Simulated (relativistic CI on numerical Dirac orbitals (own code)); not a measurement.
Pr³⁺: 3d photoemission

Computed with this model: Dirac-Coulomb-Breit CI, separate exchange-only KLI orbitals for each configuration, model QED, valence Slater integrals scaled by 0.8, multiplet model of photoemission in the sudden approximation; configurations [Xe] 4f2 → [Ar] 3d9 4s2 4p6 4d10 4f2 5s2 5p6; 300 K; Lorentzian 1.26 eV and Gaussian 0.7 eV FWHM. Energies are those of the free ion, without screening or charge transfer. The energies are binding energies and can lie tens of eV above those of solids. S is read from ⟨S²⟩ = S(S + 1).

free ion: ground-state S = 0.98, centroid 976.07 eV. Peaks (eV, height): 967.6 (100), 988.0 (52), 990.4 (26), 992.2 (15).

Strongest unbroadened transitions for free ion:

| Energy (eV) | Relative strength |
| --- | --- |
| 966.35 | 27.1 |
| 966.48 | 26.9 |
| 966.77 | 17.4 |
| 967.21 | 100.0 |
| 967.41 | 15.4 |
| 967.80 | 28.0 |
| 968.00 | 12.0 |
| 968.07 | 53.2 |
| 968.31 | 8.9 |
| 968.33 | 9.5 |
| 968.50 | 23.1 |
| 969.21 | 11.2 |
| 969.45 | 12.0 |
| 987.16 | 82.2 |
| 987.75 | 12.7 |
| 988.37 | 62.4 |
| 990.39 | 44.7 |
| 992.43 | 22.5 |
